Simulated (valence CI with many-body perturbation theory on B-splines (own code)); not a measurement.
Which ion has this spectrum?

A relativistic CI+MBPT calculation for an atom or ion with 15 electrons gives these levels (Ry):

```csv
J,Parity,E,g
3/2,odd,0.000,1.35
3/2,even,16.000,0.78
3/2,odd,20.451,1.45
5/2,odd,21.281,1.19
5/2,even,21.807,1.20
1/2,odd,22.349,0.65
5/2,even,32.456,1.46
3/2,even,34.556,1.15
1/2,even,34.656,2.06
5/2,even,36.285,0.96
1/2,even,36.507,0.21
3/2,even,36.513,0.90
7/2,even,37.145,1.03
5/2,even,39.205,1.16
```

The energies are calculated, and their last digits are not significant.

Q: Which is it?
A. Lu56+
B. Er53+
C. W59+
D. Tm54+

A: A. Lu56+, ground level (3s^2 3p1/2^2 3p3/2) J=3/2.
